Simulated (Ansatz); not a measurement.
Two isomers of C2H4GeO: A = `C#[C][GeH2][OH]`, B = `[GeH3][C]1=CO1`.

Gas-phase electronic energies from Ansatz, PBE0-D4/def2-TZVP geometries. CCSD(T)/CBS is the MP2 limit (def2-TZVPP, def2-QZVPP) plus CCSD(T) − MP2 in def2-TZVPP, frozen cores. DFT in def2-TZVPP. B3LYP here is the variant with VWN-RPA as its local correlation; programs differ in this. For Ge outer-core shells are correlated without core-valence functions, which leaves a few kJ/mol of doubt a bond. Scalar relativity is left out up to krypton. One conformer a species, not always the lowest.

(1) Which is lower in electronic energy at CCSD(T)/CBS, and by how much? (Best estimate.)

(2) Give E(B) − E(A) in kJ/mol with MP2/def2-TZVPP, r2SCAN-D4, CCSD(T)/def2-TZVPP, B3LYP, HF/def2-TZVPP, B3LYP-D4, LDA (SPW92). (Estimate.)

(3) Does the order hold for the free energy at 298.15 K (harmonic terms from PBE0-D4)? (Estimate.)

Largest T1 diagnostic: 0.019.

Results:

(1) Computed: A, by 295.6 kJ/mol.

(2) Computed: MP2/def2-TZVPP 310.6, r2SCAN-D4 266.5, CCSD(T)/def2-TZVPP 295.4, B3LYP 279.8, HF/def2-TZVPP 343.0, B3LYP-D4 279.7, LDA (SPW92) 240.2. None reverses the order clearly.

(3) Ansatz gave: Yes: G(B) − G(A) = +284.6 kJ/mol, for one conformer each. Modes under 60 cm⁻¹, often nearly free rotors, make the harmonic entropy too high.

From PBE to PBE0 (25 % exact exchange), in def2-TZVPP and without D4, E(B) − E(A) moves by +26.0 kJ/mol. In def2-TZVPP, CCSD(T) changes the Hartree–Fock value by −47.7 kJ/mol (the triples alone add −14.6 kJ/mol) and MP2 by −32.5 kJ/mol.
